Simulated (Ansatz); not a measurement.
A run on CH$_{6}$GeN (`C[N][GeH3]`) radical with other settings.

```yaml
crystal:
  periodic: [false, false, false]
  atoms:
    - {symbol: C, position_ang: [-0.547837, 0.889200, -1.025701]}
    - {symbol: N, position_ang: [-0.961739, 0.069029, -0.349708]}
    - {symbol: Ge, position_ang: [0.347624, -1.200714, 1.332405]}
    - {symbol: H, position_ang: [-1.395337, 1.362019, -1.524331]}
    - {symbol: H, position_ang: [0.674318, 0.758110, -1.372418]}
    - {symbol: H, position_ang: [-0.065783, 1.842933, -0.310109]}
    - {symbol: H, position_ang: [2.033107, -1.048402, 0.172010]}
    - {symbol: H, position_ang: [-0.287832, -2.553091, 0.782859]}
    - {symbol: H, position_ang: [0.412967, -0.332541, 2.223898]}
basis:
  gaussian: {orbitals: LANL2DZ}
total_charge: -1
hamiltonian: {xc: {name: PBE0-DH}}
```

```sh
$ ansatz run in.yaml --threads 4 --pin off --events-out ev --progress --plain --max-ram 10444MiB
```

Shortened log:

```
Error: <dir> can't be read: No such file or directory (os error 2)
```
